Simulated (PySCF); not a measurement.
PySCF input for C3H9ClOSi, SMILES OCCC[SiH2]Cl, ωB97X-D3(BJ)/def2-SVP. 

```python
import numpy as np
from pyscf import gto, scf, dft
import os
os.environ['JAX_PLATFORMS'] = 'cpu'
from ase import Atoms, units
from ase.calculators.calculator import Calculator, all_changes
from sella import Sella

mol = gto.M(
    atom='''
    O    -2.64400982   -0.73673470    0.77883800
    C    -2.23420245   -0.96018896   -0.54815502
    C    -1.58113653    0.26458580   -1.18995702
    C    -0.44697167    0.83761403   -0.34145080
    Si    0.96818168   -0.38375922    0.01750641
    Cl    2.55865728    0.70407503    0.63190057
    H    -3.25926782    0.00536886    0.78988768
    H    -3.08727402   -1.28448688   -1.16342152
    H    -1.51777245   -1.78220433   -0.49465411
    H    -2.34432741    1.03576221   -1.34060980
    H    -1.20613878   -0.02567602   -2.17263823
    H    -0.86220903    1.18349833    0.60804869
    H    -0.05357098    1.72353784   -0.84579975
    H     1.36112689   -1.08688991   -1.20619804
    H     0.64365909   -1.32374426    1.08465848
    ''',
    basis='def2-SVP',
    charge=0,
    spin=0,
    max_memory=1600,
    verbose=3,
)
mf = dft.RKS(mol, xc='wb97x-d3bj').density_fit(auxbasis='def2-universal-jkfit')
mf.grids.level = 3
mf.conv_tol = 1e-9
mf.max_cycle = 100
mf.kernel()
grad = mf.nuc_grad_method()
grad.grid_response = mol.nao <= 150
scan = grad.as_scanner()
scan.verbose = scan.base.verbose = 0
class SCF(Calculator):
    implemented_properties = ['energy', 'forces']
    def calculate(self, atoms=None, properties=None, system_changes=all_changes):
        super().calculate(atoms, properties, system_changes)
        e, g = scan(mol.set_geom_(self.atoms.positions, unit='Angstrom', inplace=False))
        assert scan.converged
        self.results = {'energy': float(e) * units.Hartree, 'forces': -np.asarray(g) * units.Hartree / units.Bohr}
atoms = Atoms(mol.elements, mol.atom_coords(unit='Angstrom'), calculator=SCF())
conv = Sella(atoms, order=0, internal=True, allow_fragments=True).run(fmax=0.002, steps=150)
mol_eq = mol.set_geom_(atoms.positions, unit='Angstrom', inplace=False)
print(mol_eq.tostring(format='xyz'))
mf.reset(mol_eq)
mf.verbose = 3
mf.kernel()
```

It prints:

```
converged SCF energy = -944.435992527514
     Step          Energy         fmax         cmax       rtrust          rho
Sella   0   -25699.412368       1.2837       0.0000       0.1000       1.0000
Sella   1   -25699.478396       1.2837       0.0000       0.1000       1.2884
Sella   2   -25699.494178       0.6641       0.0000       0.1000       1.1582
Sella   3   -25699.495732       0.2262       0.0000       0.1000       1.3342
Sella   4   -25699.496258       0.1172       0.0000       0.1000       1.2443
Sella   5   -25699.496365       0.0317       0.0000       0.1000       1.2859
Sella   6   -25699.496395       0.0124       0.0000       0.1000       1.2912
Sella   7   -25699.496403       0.0109       0.0000       0.1000       1.3068
Sella   8   -25699.496406       0.0067       0.0000       0.1000       1.2882
Sella   9   -25699.496407       0.0030       0.0000       0.1000       1.3208
15
XYZ from PySCF
O          -2.62987377       -0.71619627        0.80534187
C          -2.24362334       -0.95767364       -0.52986773
C          -1.58668277        0.25685237       -1.18676805
C          -0.43746051        0.84572110       -0.35737901
Si          0.95551908       -0.35720246        0.00347232
Cl          2.57700260        0.72802587        0.71270588
H          -3.30295510       -0.02558280        0.80060094
H          -3.09718987       -1.30072780       -1.14723723
H          -1.53169810       -1.80044815       -0.48919388
H          -2.35400301        1.03406125       -1.35915985
H          -1.22726988       -0.04017828       -2.18775946
H          -0.81765733        1.20597355        0.61253053
H           0.00383770        1.71668073       -0.87000386
H           1.38511639       -1.05846492       -1.23971499
H           0.60168188       -1.36008273        1.04038806
converged SCF energy = -944.43908088863
```

Self-consistency was reached.
